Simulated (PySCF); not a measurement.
A calculated (UHF, PySCF 2.14, aug-cc-pVTZ-DK, the spin-free X2C one-electron Hamiltonian (Gaussian nucleus)) atom or ion has these occupied shells.

| shell | electrons | orbital energy (eV) | rms radius, mean of both spins (bohr) |
| --- | --- | --- | --- |
| 1s α | 1 | -7183.3 | 0.0675 |
| 1s β | 1 | -7183.2 | 0.0675 |
| 2s α | 1 | -892.54 | 0.288 |
| 2s β | 1 | -889.17 | 0.288 |
| 2p α | 3 | -758.30 | 0.260 |
| 2p β | 3 | -755.04 | 0.260 |
| 3s α | 1 | -128.80 | 0.871 |
| 3s β | 1 | -118.86 | 0.871 |
| 3p α | 3 | -89.144 | 0.935 |
| 3p β | 3 | -77.444 | 0.935 |
| 3d α | 5 | -26.600 | 1.22 |
| 3d β | 1 | -20.995 | 1.22 |
| 4s α | 1 | -15.419 | 2.98 |

(1) Name the element and its charge.

Results:

(1) Fe⁺ (iron, charge +1), in [Ar] 3d6 4s1, high-spin 6D determinant.
